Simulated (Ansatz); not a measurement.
Gas-phase electronic energies from Ansatz, PBE0-D4/def2-TZVP geometries. CCSD(T)/CBS is the MP2 limit (def2-TZVPP, def2-QZVPP) plus CCSD(T) − MP2 in def2-TZVPP, frozen cores. Functionals use def2-TZVPP. B3LYP here is the variant with VWN-RPA as its local correlation; programs differ in this. For Br, Ge outer-core shells are correlated without core-valence functions, which leaves a few kJ/mol of doubt a bond. Scalar relativity is left out up to krypton. Each species was taken in one conformer, which may not be the lowest.

Consider the formal exchange of groups at a Ge–C bond: `[BH2][GeH2][CH3]` + `[SiH3][SiH2]Br` → `[BH2][GeH2][SiH2][SiH3]` + `CBr`.

`[BH2][GeH2][CH3]`:

Cartesian coordinates in Å:
```
B 0.046 -1.327 1.374
Ge -0.287 0.474 0.434
C 0.249 0.538 -1.449
H 0.494 -2.275 0.799
H -0.216 -1.450 2.534
H 0.447 1.592 1.209
H -1.795 0.805 0.541
H 1.318 0.344 -1.543
H 0.034 1.518 -1.878
H -0.291 -0.218 -2.020
```

`[SiH3][SiH2]Br`:

```xyz
8

Si   -0.384   -0.383   -1.086
Si    0.483    0.465    0.911
Br   -0.623   -0.472    2.607
H     0.333    0.221   -2.242
H    -1.829   -0.051   -1.175
H    -0.208   -1.857   -1.114
H     1.922    0.140    1.081
H     0.305    1.935    1.018
```

`[BH2][GeH2][SiH2][SiH3]`:

Z-matrix (Å, degrees):
```
Ge
Si 1 2.399
B 1 2.040 2 104.8
H 1 1.540 2 106.3 3 -121.1
H 1 1.540 2 107.8 3 122.7
Si 2 2.336 1 109.8 3 57.4
H 2 1.490 1 109.3 3 178.8
H 2 1.490 1 109.4 3 -62.9
H 3 1.194 1 120.8 2 89.2
H 3 1.194 1 120.3 2 -85.8
H 6 1.489 2 109.1 1 -61.1
H 6 1.488 2 111.9 1 178.6
H 6 1.488 2 109.9 1 57.7
```

`CBr`:

Cartesian coordinates in Å:
```
C -0.076 0.117 0.122
Br 0.714 -1.101 -1.153
H 0.510 1.031 0.119
H -0.049 -0.357 1.099
H -1.098 0.310 -0.187
```

```csv
level,ΔE (kJ/mol),difference from CCSD(T)/CBS
PBE-D4,85.2,-18.0
r2SCAN-D4,96.8,-6.4
B3LYP-D4,95.3,-7.9
ωB97X-V,102.1,-1.1
r2SCAN,97.8,-5.4
HF/def2-TZVPP,118.6,15.4
SCS-MP2/def2-TZVPP,106.3,3.1
CCSD(T)/def2-TZVPP,99.2,-4.0
SCS-MP2/def2-QZVPP,109.0,5.8
MP2/CBS(def2),110.5,7.3
CCSD(T)/CBS,103.2,0
```

Largest T1 diagnostic among the species: 0.013.

The D4 term adds −3.7 kJ/mol with B3LYP and −2.4 kJ/mol with PBE0; it sums over pairs of atoms, weighted by their polarisabilities, and B3LYP, whose exchange is more repulsive, gets the larger term. In def2-TZVPP, CCSD(T) changes the Hartree–Fock value by −19.4 kJ/mol (the triples alone add −3.5 kJ/mol) and MP2 by −12.2 kJ/mol.
